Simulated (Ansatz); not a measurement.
`C[O][Ge]([F])([F])[O]C`. Charge 0, multiplicity 1. Correlated methods include outer-core shells of Ge, which these sets cover unevenly. Scalar relativity is left out up to krypton.

```xyz
13

C    -0.769   -2.005   -0.247
O     0.284   -1.383    0.477
Ge    0.042    0.190    1.175
F    -1.296    0.189    2.239
F     1.450    0.508    2.090
O    -0.265    1.467    0.038
C     0.727    1.817   -0.917
H    -1.616   -2.240    0.404
H    -0.370   -2.935   -0.654
H    -1.119   -1.381   -1.075
H     0.291    2.576   -1.567
H     1.025    0.960   -1.529
H     1.616    2.235   -0.434
```

(1) Give the diagnostics of a CCSD(T)/def2-TZVPP run (frozen core, the Gaussian-basis code of Ansatz). (Best estimate.)

## Answers

(1) Ansatz gave: T1 = 0.0120, largest single amplitude 0.016, largest double 0.011, (T) share of the correlation energy 3.4 %, 9 CCSD cycles. The RHF solution is stable towards an unrestricted one. T1 lies under the customary mark of 0.02 for closed shells.
